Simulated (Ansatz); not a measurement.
System: sum formula GeBrF2 (charge 0, doublet). It need not be the lowest isomer of its formula. SMILES: [Ge]([Br])([F])[F]
Structure (B3LYP-D3(BJ)/def2-TZVP (Ansatz, a program for electronic structure) minimum search):
```
Ge
F 1 1.7414
F 1 1.7414 2 103.48
Br 1 2.3357 2 108.95 3 -115.81
```
Charge 0, spin multiplicity 2.

Wanted: atomisation energy (electronic, to ground-state atoms), in kJ/mol. Cores are frozen in the correlated levels unless marked. Open shells are spin-unrestricted. Spin-orbit coupling is left out. Frozen are the shells of the preceding noble gas and the d and f shells that filled before the atom's block. Non-relativistic. The coupled-cluster limit lacks core correlation, which all-electron functionals hold. Basis-set limits of correlation are two-point, X^-3; Hartree-Fock from the larger set (for Q and 5 zeta extrapolated as (X+1)exp(-9√X)).

| level | program | atomisation energy (kJ/mol) | minus last row |
|---|---|---|---|
| HF/aug-cc-pVDZ | Ansatz | 780.4 | -458.2 |
| HF/def2-SVP | Ansatz | 776.4 | -462.2 |
| HF/def2-SVPD | Ansatz | 796.8 | -441.8 |
| HF/cc-pV5Z | Ansatz | 810.5 | -428.1 |
| HF/CBS(cc-pVQZ,cc-pV5Z) | Ansatz | 810.5 | -428.1 |
| B3LYP-D3(BJ)/def2-TZVPD | Ansatz + dftd3 | 1199.4 | -39.2 |
| B3LYP-D4/def2-TZVPD | Ansatz + dftd4 | 1200.3 | -38.3 |
| MP2/cc-pV5Z | Ansatz | 1305.0 | 66.4 |
| SCS-MP2/cc-pV5Z | Ansatz | 1253.8 | 15.2 |
| CCSD/STO-3G | Ansatz | 934.0 | -304.6 |
| CCSD/cc-pVQZ | Ansatz | 1174.1 | -64.5 |
| CCSD(T)/aug-cc-pVDZ | Ansatz | 1129.2 | -109.4 |
| CCSD(T)/def2-SVP | Ansatz | 1096.6 | -142.0 |
| CCSD(T)/CBS(cc-pVTZ,cc-pVQZ) | Ansatz | 1235.5 | -3.1 |
| CCSD(T)/CBS(cc-pVQZ,cc-pV5Z) | Ansatz | 1238.6 | 0.0 |
